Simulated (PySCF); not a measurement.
Sb(iPr)2 (C₆H₁₄Sb), SMILES C[CH](C)[Sb][CH](C)C, multiplicity 2.

Coordinates come from a PBE0-D3(BJ)/def2-SVP optimisation. The multiplicity is an assumed one; other spin states were not compared. The isomer is the one that the SMILES or the coordinates give; other isomers of the formula were not compared. The def2 effective core potentials stand for the cores of Sb; spin–orbit coupling is left out. One conformer was computed; it need not be the lowest.

Calculation: PBE0-D3(BJ)/def2-SVP run with PySCF.

Frequencies are harmonic and unscaled.

```json
[
 {"mode": "1", "ν (cm⁻¹)": "31", "IR (km/mol)": "0.0", "moving atoms (share of kinetic energy)": "C 59 %, H 29 %, Sb 12 %"},
 {"mode": "2", "ν (cm⁻¹)": "55", "IR (km/mol)": "0.0", "moving atoms (share of kinetic energy)": "C 66 %, H 33 %"},
 {"mode": "3", "ν (cm⁻¹)": "94", "IR (km/mol)": "0.1", "moving atoms (share of kinetic energy)": "C 56 %, H 24 %, Sb 20 %"},
 {"mode": "4", "ν (cm⁻¹)": "208", "IR (km/mol)": "0.0", "moving atoms (share of kinetic energy)": "C 69 %, H 30 %"},
 {"mode": "5", "ν (cm⁻¹)": "218", "IR (km/mol)": "0.1", "moving atoms (share of kinetic energy)": "C 46 %, H 45 %, Sb 10 %"},
 {"mode": "6", "ν (cm⁻¹)": "227", "IR (km/mol)": "0.4", "moving atoms (share of kinetic energy)": "H 48 %, C 35 %, Sb 17 %"},
 {"mode": "7", "ν (cm⁻¹)": "241", "IR (km/mol)": "0.1", "moving atoms (share of kinetic energy)": "C 62 %, H 37 %"},
 {"mode": "8", "ν (cm⁻¹)": "243", "IR (km/mol)": "0.0", "moving atoms (share of kinetic energy)": "H 94 %"},
 {"mode": "9", "ν (cm⁻¹)": "245", "IR (km/mol)": "0.3", "moving atoms (share of kinetic energy)": "H 87 %, C 11 %"},
 {"mode": "10", "ν (cm⁻¹)": "270", "IR (km/mol)": "1.4", "moving atoms (share of kinetic energy)": "H 76 %, C 15 %, Sb 8 %"},
 {"mode": "11", "ν (cm⁻¹)": "274", "IR (km/mol)": "0.8", "moving atoms (share of kinetic energy)": "H 76 %, C 18 %"},
 {"mode": "12", "ν (cm⁻¹)": "378", "IR (km/mol)": "0.2", "moving atoms (share of kinetic energy)": "C 58 %, H 42 %"},
 {"mode": "13", "ν (cm⁻¹)": "398", "IR (km/mol)": "1.8", "moving atoms (share of kinetic energy)": "C 59 %, H 40 %"},
 {"mode": "14", "ν (cm⁻¹)": "486", "IR (km/mol)": "5.7", "moving atoms (share of kinetic energy)": "C 63 %, H 31 %"},
 {"mode": "15", "ν (cm⁻¹)": "502", "IR (km/mol)": "10.5", "moving atoms (share of kinetic energy)": "C 62 %, H 30 %"},
 {"mode": "16", "ν (cm⁻¹)": "906", "IR (km/mol)": "6.0", "moving atoms (share of kinetic energy)": "C 62 %, H 38 %"},
 {"mode": "17", "ν (cm⁻¹)": "907", "IR (km/mol)": "2.9", "moving atoms (share of kinetic energy)": "C 61 %, H 39 %"},
 {"mode": "18", "ν (cm⁻¹)": "920", "IR (km/mol)": "0.9", "moving atoms (share of kinetic energy)": "H 88 %, C 12 %"},
 {"mode": "19", "ν (cm⁻¹)": "921", "IR (km/mol)": "2.2", "moving atoms (share of kinetic energy)": "H 87 %, C 13 %"},
 {"mode": "20", "ν (cm⁻¹)": "971", "IR (km/mol)": "1.2", "moving atoms (share of kinetic energy)": "H 77 %, C 23 %"},
 {"mode": "21", "ν (cm⁻¹)": "972", "IR (km/mol)": "0.1", "moving atoms (share of kinetic energy)": "H 75 %, C 25 %"},
 {"mode": "22", "ν (cm⁻¹)": "976", "IR (km/mol)": "4.7", "moving atoms (share of kinetic energy)": "H 87 %, C 13 %"},
 {"mode": "23", "ν (cm⁻¹)": "997", "IR (km/mol)": "1.1", "moving atoms (share of kinetic energy)": "H 84 %, C 15 %"},
 {"mode": "24", "ν (cm⁻¹)": "1129", "IR (km/mol)": "0.1", "moving atoms (share of kinetic energy)": "C 65 %, H 35 %"},
 {"mode": "25", "ν (cm⁻¹)": "1138", "IR (km/mol)": "1.9", "moving atoms (share of kinetic energy)": "C 63 %, H 37 %"},
 {"mode": "26", "ν (cm⁻¹)": "1169", "IR (km/mol)": "25.7", "moving atoms (share of kinetic energy)": "C 54 %, H 46 %"},
 {"mode": "27", "ν (cm⁻¹)": "1172", "IR (km/mol)": "4.8", "moving atoms (share of kinetic energy)": "C 54 %, H 46 %"},
 {"mode": "28", "ν (cm⁻¹)": "1199", "IR (km/mol)": "25.2", "moving atoms (share of kinetic energy)": "H 65 %, C 35 %"},
 {"mode": "29", "ν (cm⁻¹)": "1213", "IR (km/mol)": "9.1", "moving atoms (share of kinetic energy)": "H 66 %, C 34 %"},
 {"mode": "30", "ν (cm⁻¹)": "1325", "IR (km/mol)": "0.2", "moving atoms (share of kinetic energy)": "H 74 %, C 26 %"},
 {"mode": "31", "ν (cm⁻¹)": "1327", "IR (km/mol)": "0.2", "moving atoms (share of kinetic energy)": "H 74 %, C 26 %"},
 {"mode": "32", "ν (cm⁻¹)": "1383", "IR (km/mol)": "1.9", "moving atoms (share of kinetic energy)": "H 74 %, C 26 %"},
 {"mode": "33", "ν (cm⁻¹)": "1388", "IR (km/mol)": "10.2", "moving atoms (share of kinetic energy)": "H 73 %, C 27 %"},
 {"mode": "34", "ν (cm⁻¹)": "1398", "IR (km/mol)": "0.8", "moving atoms (share of kinetic energy)": "H 79 %, C 21 %"},
 {"mode": "35", "ν (cm⁻¹)": "1398", "IR (km/mol)": "6.6", "moving atoms (share of kinetic energy)": "H 79 %, C 21 %"},
 {"mode": "36", "ν (cm⁻¹)": "1452", "IR (km/mol)": "0.3", "moving atoms (share of kinetic energy)": "H 97 %"},
 {"mode": "37", "ν (cm⁻¹)": "1453", "IR (km/mol)": "0.3", "moving atoms (share of kinetic energy)": "H 97 %"},
 {"mode": "38", "ν (cm⁻¹)": "1462", "IR (km/mol)": "4.7", "moving atoms (share of kinetic energy)": "H 96 %"},
 {"mode": "39", "ν (cm⁻¹)": "1463", "IR (km/mol)": "5.5", "moving atoms (share of kinetic energy)": "H 96 %"},
 {"mode": "40", "ν (cm⁻¹)": "1470", "IR (km/mol)": "3.6", "moving atoms (share of kinetic energy)": "H 96 %"},
 {"mode": "41", "ν (cm⁻¹)": "1471", "IR (km/mol)": "7.2", "moving atoms (share of kinetic energy)": "H 97 %"},
 {"mode": "42", "ν (cm⁻¹)": "1474", "IR (km/mol)": "5.1", "moving atoms (share of kinetic energy)": "H 96 %"},
 {"mode": "43", "ν (cm⁻¹)": "1476", "IR (km/mol)": "14.8", "moving atoms (share of kinetic energy)": "H 96 %"},
 {"mode": "44", "ν (cm⁻¹)": "3026", "IR (km/mol)": "29.6", "moving atoms (share of kinetic energy)": "H 97 %"},
 {"mode": "45", "ν (cm⁻¹)": "3028", "IR (km/mol)": "54.4", "moving atoms (share of kinetic energy)": "H 97 %"},
 {"mode": "46", "ν (cm⁻¹)": "3028", "IR (km/mol)": "61.7", "moving atoms (share of kinetic energy)": "H 97 %"},
 {"mode": "47", "ν (cm⁻¹)": "3031", "IR (km/mol)": "37.7", "moving atoms (share of kinetic energy)": "H 97 %"},
 {"mode": "48", "ν (cm⁻¹)": "3059", "IR (km/mol)": "8.1", "moving atoms (share of kinetic energy)": "H 92 %"},
 {"mode": "49", "ν (cm⁻¹)": "3070", "IR (km/mol)": "6.4", "moving atoms (share of kinetic energy)": "H 92 %"},
 {"mode": "50", "ν (cm⁻¹)": "3110", "IR (km/mol)": "14.1", "moving atoms (share of kinetic energy)": "H 91 %, C 9 %"},
 {"mode": "51", "ν (cm⁻¹)": "3110", "IR (km/mol)": "2.4", "moving atoms (share of kinetic energy)": "H 91 %, C 9 %"},
 {"mode": "52", "ν (cm⁻¹)": "3112", "IR (km/mol)": "37.1", "moving atoms (share of kinetic energy)": "H 91 %, C 9 %"},
 {"mode": "53", "ν (cm⁻¹)": "3113", "IR (km/mol)": "24.5", "moving atoms (share of kinetic energy)": "H 91 %, C 9 %"},
 {"mode": "54", "ν (cm⁻¹)": "3139", "IR (km/mol)": "14.8", "moving atoms (share of kinetic energy)": "H 91 %, C 9 %"},
 {"mode": "55", "ν (cm⁻¹)": "3141", "IR (km/mol)": "14.6", "moving atoms (share of kinetic energy)": "H 91 %, C 9 %"},
 {"mode": "56", "ν (cm⁻¹)": "3143", "IR (km/mol)": "24.7", "moving atoms (share of kinetic energy)": "H 91 %, C 9 %"},
 {"mode": "57", "ν (cm⁻¹)": "3146", "IR (km/mol)": "12.8", "moving atoms (share of kinetic energy)": "H 91 %, C 9 %"}
]
```
